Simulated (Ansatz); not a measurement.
Dissociation curve of GaH, singlet.

Levels: RKS-PBE = restricted PBE/aug-cc-pVQZ run with Ansatz (a quantum-chemistry and plane-wave program); UKS-PBE = Ansatz with unrestricted PBE/aug-cc-pVQZ; RKS-PBE0 = restricted PBE0/aug-cc-pVQZ (Ansatz); FCI = full CI/aug-cc-pVQZ, cores with 3d frozen (Ansatz).

Energies relative to the lowest point of each curve near equilibrium, in kJ/mol; the last columns give the error against full CI:

```json
[
 {"R / Å": "1.27", "RKS-PBE": "141.9", "UKS-PBE": "141.9", "RKS-PBE0": "138.3", "FCI": "148.4", "RKS-PBE − FCI": "-6.5", "UKS-PBE − FCI": "-6.5", "RKS-PBE0 − FCI": "-10.1"},
 {"R / Å": "1.32", "RKS-PBE": "101.3", "UKS-PBE": "101.3", "RKS-PBE0": "97.7", "FCI": "105.7", "RKS-PBE − FCI": "-4.4", "UKS-PBE − FCI": "-4.4", "RKS-PBE0 − FCI": "-8.0"},
 {"R / Å": "1.43", "RKS-PBE": "42.0", "UKS-PBE": "42.0", "RKS-PBE0": "39.1", "FCI": "43.5", "RKS-PBE − FCI": "-1.5", "UKS-PBE − FCI": "-1.5", "RKS-PBE0 − FCI": "-4.4"},
 {"R / Å": "1.50", "RKS-PBE": "20.3", "UKS-PBE": "20.3", "RKS-PBE0": "18.0", "FCI": "20.8", "RKS-PBE − FCI": "-0.5", "UKS-PBE − FCI": "-0.5", "RKS-PBE0 − FCI": "-2.7"},
 {"R / Å": "1.59", "RKS-PBE": "5.0", "UKS-PBE": "5.0", "RKS-PBE0": "3.8", "FCI": "4.9", "RKS-PBE − FCI": "0.1", "UKS-PBE − FCI": "0.1", "RKS-PBE0 − FCI": "-1.1"},
 {"R / Å": "1.63", "RKS-PBE": "1.7", "UKS-PBE": "1.7", "RKS-PBE0": "1.0", "FCI": "1.6", "RKS-PBE − FCI": "0.1", "UKS-PBE − FCI": "0.1", "RKS-PBE0 − FCI": "-0.6"},
 {"R / Å": "1.68", "RKS-PBE": "0.0", "UKS-PBE": "0.0", "RKS-PBE0": "0.0", "FCI": "0.0", "RKS-PBE − FCI": "0.0", "UKS-PBE − FCI": "0.0", "RKS-PBE0 − FCI": "0.0"},
 {"R / Å": "1.75", "RKS-PBE": "1.1", "UKS-PBE": "1.1", "RKS-PBE0": "2.2", "FCI": "1.6", "RKS-PBE − FCI": "-0.4", "UKS-PBE − FCI": "-0.4", "RKS-PBE0 − FCI": "0.6"},
 {"R / Å": "1.81", "RKS-PBE": "4.7", "UKS-PBE": "4.7", "RKS-PBE0": "6.6", "FCI": "5.6", "RKS-PBE − FCI": "-0.9", "UKS-PBE − FCI": "-0.9", "RKS-PBE0 − FCI": "1.0"},
 {"R / Å": "1.82", "RKS-PBE": "5.5", "UKS-PBE": "5.5", "RKS-PBE0": "7.6", "FCI": "6.5", "RKS-PBE − FCI": "-1.0", "UKS-PBE − FCI": "-1.0", "RKS-PBE0 − FCI": "1.1"},
 {"R / Å": "1.95", "RKS-PBE": "19.3", "UKS-PBE": "19.3", "RKS-PBE0": "23.5", "FCI": "21.8", "RKS-PBE − FCI": "-2.5", "UKS-PBE − FCI": "-2.5", "RKS-PBE0 − FCI": "1.7"},
 {"R / Å": "2.08", "RKS-PBE": "37.8", "UKS-PBE": "37.8", "RKS-PBE0": "44.2", "FCI": "41.9", "RKS-PBE − FCI": "-4.1", "UKS-PBE − FCI": "-4.1", "RKS-PBE0 − FCI": "2.3"},
 {"R / Å": "2.28", "RKS-PBE": "70.4", "UKS-PBE": "70.4", "RKS-PBE0": "80.2", "FCI": "76.6", "RKS-PBE − FCI": "-6.2", "UKS-PBE − FCI": "-6.2", "RKS-PBE0 − FCI": "3.6"},
 {"R / Å": "2.55", "RKS-PBE": "115.7", "UKS-PBE": "115.7", "RKS-PBE0": "130.0", "FCI": "123.7", "RKS-PBE − FCI": "-7.9", "UKS-PBE − FCI": "-7.9", "RKS-PBE0 − FCI": "6.3"},
 {"R / Å": "2.75", "RKS-PBE": "147.4", "UKS-PBE": "147.4", "RKS-PBE0": "164.9", "FCI": "155.7", "RKS-PBE − FCI": "-8.3", "UKS-PBE − FCI": "-8.3", "RKS-PBE0 − FCI": "9.2"},
 {"R / Å": "2.99", "RKS-PBE": "181.9", "UKS-PBE": "181.9", "RKS-PBE0": "203.2", "FCI": "189.4", "RKS-PBE − FCI": "-7.5", "UKS-PBE − FCI": "-7.5", "RKS-PBE0 − FCI": "13.8"},
 {"R / Å": "3.35", "RKS-PBE": "225.4", "UKS-PBE": "221.6", "RKS-PBE0": "252.5", "FCI": "229.0", "RKS-PBE − FCI": "-3.6", "UKS-PBE − FCI": "-7.5", "RKS-PBE0 − FCI": "23.5"},
 {"R / Å": "3.69", "RKS-PBE": "257.9", "UKS-PBE": "243.7", "RKS-PBE0": "290.2", "FCI": "254.5", "RKS-PBE − FCI": "3.3", "UKS-PBE − FCI": "-10.8", "RKS-PBE0 − FCI": "35.7"},
 {"R / Å": "4.13", "RKS-PBE": "289.2", "UKS-PBE": "260.6", "RKS-PBE0": "327.9", "FCI": "273.2", "RKS-PBE − FCI": "15.9", "UKS-PBE − FCI": "-12.7", "RKS-PBE0 − FCI": "54.7"},
 {"R / Å": "4.57", "RKS-PBE": "311.1", "UKS-PBE": "270.0", "RKS-PBE0": "355.7", "FCI": "281.6", "RKS-PBE − FCI": "29.5", "UKS-PBE − FCI": "-11.6", "RKS-PBE0 − FCI": "74.1"},
 {"R / Å": "4.93", "RKS-PBE": "323.9", "UKS-PBE": "274.6", "RKS-PBE0": "372.7", "FCI": "284.6", "RKS-PBE − FCI": "39.3", "UKS-PBE − FCI": "-10.0", "RKS-PBE0 − FCI": "88.1"},
 {"R / Å": "5.89", "RKS-PBE": "343.8", "UKS-PBE": "277.6", "RKS-PBE0": "401.3", "FCI": "286.9", "RKS-PBE − FCI": "56.9", "UKS-PBE − FCI": "-9.3", "RKS-PBE0 − FCI": "114.4"},
 {"R / Å": "6.64", "RKS-PBE": "351.4", "UKS-PBE": "277.7", "RKS-PBE0": "413.6", "FCI": "287.2", "RKS-PBE − FCI": "64.2", "UKS-PBE − FCI": "-9.5", "RKS-PBE0 − FCI": "126.4"}
]
```

RKS-PBE is furthest from FCI at 6.64 (64.2 kJ/mol, above); its mean absolute error over the points is 11.5 kJ/mol.

UKS-PBE is furthest from FCI at 4.13 (-12.7 kJ/mol, below); its mean absolute error over the points is 5.4 kJ/mol.

RKS-PBE0 is furthest from FCI at 6.64 (126.4 kJ/mol, above); its mean absolute error over the points is 25.4 kJ/mol.

The restricted form behind RKS-PBE, RKS-PBE0 keeps the bonding electrons paired and can't separate into open-shell fragments. The unrestricted determinant behind UKS-PBE is spin-contaminated at 3.35 to 6.64 Å (<S²> up to 1.0, against 0.00 for a pure singlet).
